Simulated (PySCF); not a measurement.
# Si3H10N3O(+)

Si3H10N3O(+) is a small molecule (built as: end group OH2+), charge +1, singlet. The structure, one conformer, was relaxed in the gas phase by PBE0-D3(BJ)/def2-SVP. No frequency run checks that it is a minimum.

SMILES: [OH2+][SiH]1N[SiH2]N[SiH2]N1

```tsv
atom	x (Å)	y (Å)	z (Å)
N1	-0.747	-1.374	-0.092
Si2	0.561	-1.324	-1.311
N3	1.901	-0.526	-0.556
Si4	1.831	0.998	0.262
N5	0.163	1.086	0.911
Si6	-1.029	-0.107	0.974
O7	-2.471	0.951	0.258
H8	-1.226	-2.260	0.055
H9	0.895	-2.718	-1.684
H10	0.049	-0.521	-2.456
H11	2.746	-1.074	-0.415
H12	1.973	2.194	-0.611
H13	2.832	1.026	1.359
H14	-0.041	1.955	1.405
H15	-1.758	-0.433	2.213
H16	-2.296	1.490	-0.533
H17	-3.391	0.638	0.240
```

Shieldings: GIAO PBE0/pcSseg-1. Shifts are against computed references at the same level: H TMS (σ 31.27 ppm), Si TMS (σ 352.0 ppm). Core levels by delta-SCF with SCAN, pcX-2 on the ionised atom and pcseg-1 elsewhere, spin-free X2C (2p3/2 is the spin-free 2p value less a third of a first-order spin-orbit splitting); from the vacuum level, for chosen atoms.

Question: Give the NMR and core-level values of the distinct atoms.

Answer: 
```tsv
atoms	bonded to	σ (ppm)	δ (ppm)	core level (eV)
N1	2 Si + 1 H	203.3	-	1s 408.60
Si2	2 N + 2 H	383.4	-31.4	2p3/2 111.11
N3	2 Si + 1 H	236.2	-	-
Si4	2 N + 2 H	376.3	-24.3	-
N5	2 Si + 1 H	221.7	-	1s 408.73
Si6	2 N + 1 O + 1 H	358.7	-6.7	2p3/2 112.70
O7	1 Si + 2 H	261.3	-	1s 546.59
H8	1 N	28.66	2.60	-
H9	1 Si	26.13	5.14	-
H10	1 Si	25.88	5.39	-
H11	1 N	29.40	1.86	-
H12	1 Si	25.76	5.51	-
H13	1 Si	25.80	5.47	-
H14	1 N	30.12	1.14	-
H15	1 Si	25.72	5.55	-
H16	1 O	26.55	4.71	-
H17	1 O	26.58	4.68	-
```

Values are those of this one static structure; atoms that internal rotation interchanges would show their mean in an NMR spectrum.

Question: Which of Si2, Si6 holds its core electrons tightest, and by how much against the loosest?

Answer: Si6 (bonded to 2 N + 1 O + 1 H), by 1.59 eV over Si2 (bonded to 2 N + 2 H).

Question: By CAM-B3LYP/def2-SVPD (TDDFT singlets, Tamm-Dancoff triplets, ionisation by delta-SCF), where does absorption start, and what does vertical ionisation take?

Answer: The lowest singlet lies at 6.46 eV (f 0.008), the strongest of the first 6 at 7.21 eV (f 0.087), the lowest triplet at 6.27 eV; vertical ionisation takes 13.31 eV.

The 3 runs behind this took 7.1 min in all, one thread each of Arm Neoverse V1 on a shared host, launched as `OMP_NUM_THREADS=1 python cluster_run.py task.json out`.
